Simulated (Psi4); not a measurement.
Approach curve of the dimer CH2O ··· O2S (SMILES C=O and O=S=O). Monomers: optimised at B3LYP-D3(BJ) (def2-TZVP), held rigid. Orientation: a higher rigid-body minimum at GFN2-xTB. R is the distance of the centres of mass, along which the second monomer moves.

Geometry at R = 2.63 Å (first 4 atoms: monomer A):
```
7

C     -0.0058     0.0011    -0.0001
O      1.1710    -0.2278     0.0088
H     -0.7618    -0.8081    -0.0056
H     -0.4034     1.0348    -0.0031
O      2.9903     1.0915     1.8033
S      2.1023     1.7435     0.8782
O      0.8702     2.2982     1.3719
```

Methods: PBE/def2-TZVP, counterpoise-corrected (Psi4); PBE-D3(BJ)/def2-TZVP, counterpoise-corrected (Psi4); SAPT0/jun-cc-pVDZ, frozen core (Psi4).

Interaction energies in kcal/mol; the last columns give the difference from SAPT0:

```json
[
 {"R / Å": "2.42", "PBE/def2-TZVP": "7.12", "PBE-D3(BJ)/def2-TZVP": "5.46", "SAPT0/jun-cc-pVDZ": "4.82", "PBE/def2-TZVP − SAPT0/jun-cc-pVDZ": "2.30", "PBE-D3(BJ)/def2-TZVP − SAPT0/jun-cc-pVDZ": "0.64"},
 {"R / Å": "2.63", "PBE/def2-TZVP": "0.08", "PBE-D3(BJ)/def2-TZVP": "-1.52", "SAPT0/jun-cc-pVDZ": "-1.22", "PBE/def2-TZVP − SAPT0/jun-cc-pVDZ": "1.30", "PBE-D3(BJ)/def2-TZVP − SAPT0/jun-cc-pVDZ": "-0.30"},
 {"R / Å": "2.84", "PBE/def2-TZVP": "-2.68", "PBE-D3(BJ)/def2-TZVP": "-4.15", "SAPT0/jun-cc-pVDZ": "-3.92", "PBE/def2-TZVP − SAPT0/jun-cc-pVDZ": "1.24", "PBE-D3(BJ)/def2-TZVP − SAPT0/jun-cc-pVDZ": "-0.22"},
 {"R / Å": "3.06", "PBE/def2-TZVP": "-3.40", "PBE-D3(BJ)/def2-TZVP": "-4.70", "SAPT0/jun-cc-pVDZ": "-4.74", "PBE/def2-TZVP − SAPT0/jun-cc-pVDZ": "1.34", "PBE-D3(BJ)/def2-TZVP − SAPT0/jun-cc-pVDZ": "0.05"},
 {"R / Å": "3.37", "PBE/def2-TZVP": "-3.03", "PBE-D3(BJ)/def2-TZVP": "-4.07", "SAPT0/jun-cc-pVDZ": "-4.36", "PBE/def2-TZVP − SAPT0/jun-cc-pVDZ": "1.33", "PBE-D3(BJ)/def2-TZVP − SAPT0/jun-cc-pVDZ": "0.29"},
 {"R / Å": "3.66", "PBE/def2-TZVP": "-2.37", "PBE-D3(BJ)/def2-TZVP": "-3.18", "SAPT0/jun-cc-pVDZ": "-3.54", "PBE/def2-TZVP − SAPT0/jun-cc-pVDZ": "1.17", "PBE-D3(BJ)/def2-TZVP − SAPT0/jun-cc-pVDZ": "0.37"},
 {"R / Å": "4.10", "PBE/def2-TZVP": "-1.52", "PBE-D3(BJ)/def2-TZVP": "-2.03", "SAPT0/jun-cc-pVDZ": "-2.42", "PBE/def2-TZVP − SAPT0/jun-cc-pVDZ": "0.90", "PBE-D3(BJ)/def2-TZVP − SAPT0/jun-cc-pVDZ": "0.39"},
 {"R / Å": "4.84", "PBE/def2-TZVP": "-0.72", "PBE-D3(BJ)/def2-TZVP": "-0.94", "SAPT0/jun-cc-pVDZ": "-1.30", "PBE/def2-TZVP − SAPT0/jun-cc-pVDZ": "0.58", "PBE-D3(BJ)/def2-TZVP − SAPT0/jun-cc-pVDZ": "0.35"},
 {"R / Å": "5.80", "PBE/def2-TZVP": "-0.32", "PBE-D3(BJ)/def2-TZVP": "-0.40", "SAPT0/jun-cc-pVDZ": "-0.65", "PBE/def2-TZVP − SAPT0/jun-cc-pVDZ": "0.32", "PBE-D3(BJ)/def2-TZVP − SAPT0/jun-cc-pVDZ": "0.25"},
 {"R / Å": "7.10", "PBE/def2-TZVP": "-0.15", "PBE-D3(BJ)/def2-TZVP": "-0.18", "SAPT0/jun-cc-pVDZ": "-0.31", "PBE/def2-TZVP − SAPT0/jun-cc-pVDZ": "0.15", "PBE-D3(BJ)/def2-TZVP − SAPT0/jun-cc-pVDZ": "0.13"}
]
```

PBE/def2-TZVP is furthest from SAPT0/jun-cc-pVDZ at 2.42 (2.30 kcal/mol, above); its mean absolute difference over the points is 1.06 kcal/mol.

PBE-D3(BJ)/def2-TZVP is furthest from SAPT0/jun-cc-pVDZ at 2.42 (0.64 kcal/mol, above); its mean absolute difference over the points is 0.30 kcal/mol.
